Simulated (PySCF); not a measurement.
Isomers of C3H8GeS, mass 149.956 u with the commonest isotopes. Level of theory: PBE0-D3(BJ)/def2-SVP geometry optimisation, gas phase (PySCF). One conformer each, none proved a minimum here; rigid rotors.

Task: Order these by out-of-plane moment Σ m c² = (Ia + Ib − Ic)/2, smallest first.
A. `[CH3:1][GeH2:2][C:3]([CH3:4])=[S:5]` with C1–Ge2–C3–C4 176°
B. `[CH2:1]=[CH:2][GeH2:3][S:4][CH3:5]` with C1–C2–Ge3–S4 -111°, C2–Ge3–S4–C5 58°
C. `[CH2:1]=[CH:2][CH2:3][GeH2:4][SH:5]` with C1–C2–C3–Ge4 -99°, C2–C3–Ge4–S5 58°, C3–Ge4–S5–H -41°
D. `[SH:1][C@@H:2]1[CH2:3][CH2:4][GeH2:5]1` with H–S1–C2–C3 -63°, S1–C2–C3–C4 -85°, C2–C3–C4–Ge5 -23°, C3–C4–Ge5–C2 18°, S1–C2–Ge5–C4 97°

Result: A (6.43 u·Å²), C (14.10 u·Å²), B (22.03 u·Å²), D (28.21 u·Å²).

Task: Order these by rotational constant A, largest first.
A. `[CH3:1][GeH2:2][C:3]([CH3:4])=[S:5]` with C1–Ge2–C3–C4 176°
B. `[CH2:1]=[CH:2][CH2:3][GeH2:4][SH:5]` with C1–C2–C3–Ge4 -99°, C2–C3–Ge4–S5 58°, C3–Ge4–S5–H -41°
C. `[SH:1][C@@H:2]1[CH2:3][CH2:4][GeH2:5]1` with H–S1–C2–C3 -63°, S1–C2–C3–C4 -85°, C2–C3–C4–Ge5 -23°, C3–C4–Ge5–C2 18°, S1–C2–Ge5–C4 97°

Result: C (4104 MHz), A (3651 MHz), B (3163 MHz).

Task: Order these by rotational constant C, smallest first.
A. `[CH2:1]=[CH:2][GeH2:3][S:4][CH3:5]` with C1–C2–Ge3–S4 -111°, C2–Ge3–S4–C5 58°
B. `[SH:1][C@@H:2]1[CH2:3][CH2:4][GeH2:5]1` with H–S1–C2–C3 -63°, S1–C2–C3–C4 -85°, C2–C3–C4–Ge5 -23°, C3–C4–Ge5–C2 18°, S1–C2–Ge5–C4 97°
C. `[CH3:1][GeH2:2][C:3]([CH3:4])=[S:5]` with C1–Ge2–C3–C4 176°

Result: C (1227 MHz), A (1324 MHz), B (1490 MHz).

```
               SMILES  point group  Ia (u·Å²)  Ib (u·Å²)  Ic (u·Å²)      κ  μa (D)  μb (D)  μc (D)
  [CH3][GeH2][C](C)=S      near Cs     138.41     286.35     411.91  -0.56    0.97    1.31    0.07
   C=C[CH2][GeH2][SH]           C1     159.78     273.01     404.60  -0.37    1.46    1.36    0.14
S[C@@H]1C[CH2][GeH2]1           C1     123.15     272.36     339.09  -0.72    0.59    1.26    0.67
     C=[CH][GeH2][S]C           C1     138.57     287.09     381.60  -0.62    1.37    1.37    0.51
```
